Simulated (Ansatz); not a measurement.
`[NH2][Zr]([Cl])([Cl])[Cl]` + CH₃NH₂ → `C[NH][Zr]([Cl])([Cl])[Cl]` + NH₃ at 298.15 K and 1 bar (ligand exchange at a Zr–N bond).

Program: Ansatz. Geometries: PBE0-D4/def2-TZVP. ΔE: electronic, gas phase. CBS: MP2 limit from def2 TZ/QZ plus the TZ coupled-cluster correction, frozen cores. This one scheme is used for every species. Elements past krypton have def2 core potentials. For Zr outer-core shells are correlated without core-valence functions, which leaves a few kJ/mol of doubt a bond. Each species was taken in one conformer, which may not be the lowest.

```json
{"species": "`[NH2][Zr]([Cl])([Cl])[Cl]`", "CCSD(T)/CBS energy (Eh)": "-1482.50761", "H − E (kJ/mol)": "98.4", "S (J/(mol·K))": "410.5"}
{"species": "CH₃NH₂", "CCSD(T)/CBS energy (Eh)": "-95.75281", "H − E (kJ/mol)": "180.0", "S (J/(mol·K))": "240.4"}
{"species": "`C[NH][Zr]([Cl])([Cl])[Cl]`", "CCSD(T)/CBS energy (Eh)": "-1521.75679", "H − E (kJ/mol)": "178.5", "S (J/(mol·K))": "434.8"}
{"species": "NH₃", "CCSD(T)/CBS energy (Eh)": "-56.50880", "H − E (kJ/mol)": "100.5", "S (J/(mol·K))": "192.4"}
```

H − E and S are ideal-gas, rigid-rotor, harmonic terms from PBE0-D4/def2-TZVP, for one conformer and one mirror image of each species. 1 Eh = 2625.50 kJ/mol, R = 8.31446 J/(mol·K).

**Question.** By hand: ΔE, ΔH, ΔS and ΔG.

**Answer.** ΔE = (-1521.75679) + (-56.50880) − (-1482.50761) − (-95.75281) = -0.00517 Eh = -13.6 kJ/mol. Δ(H − E) = 178.5 + 100.5 − 98.4 − 180.0 = 0.6, so ΔH = -13.0 kJ/mol. ΔS = 434.8 + 192.4 − 410.5 − 240.4 = -23.7 J/(mol·K). ΔG = -13.0 − 298.15 × (-23.7)/1000 = -5.9 kJ/mol.

**Question.** By hand: the equilibrium constant, and the temperature at which ΔG would vanish if ΔH and ΔS stayed fixed.

**Answer.** log₁₀ K = −ΔG/(RT ln 10) = 1.0. ΔG = 0 at ΔH/ΔS = 549 K.

TΔS isn't small against ΔH here. The sign of ΔG lies within the doubt. A doubt of 5 kJ/mol in ΔE shifts log₁₀ K by 0.9 here. Other conformers and mirror images would add mixing entropy, several J/(mol·K) or more a flexible species. Modes under 60 cm⁻¹, often nearly free rotors, make the harmonic entropy too high. These are equilibria of isolated gas molecules and say nothing of rates. Largest T1 diagnostic: 0.015 (customary marks: 0.02 for closed shells, 0.045 for open ones).
